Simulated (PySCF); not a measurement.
A structure optimised at PBE-D3(BJ)/def2-TZVP, used in a PySCF frequency run:

```xyz
4

O      1.4442     0.0000     0.0000
S      0.0000     0.0000     0.0000
O     -0.7221    -1.2507     0.0000
O     -0.7221     1.2507     0.0000
```

Write its SMILES, formula and point group.

O=S(=O)=O, O₃S, D3h

What are its rotational constants (standard atomic weights)?

10.097, 10.097, 5.0484 GHz
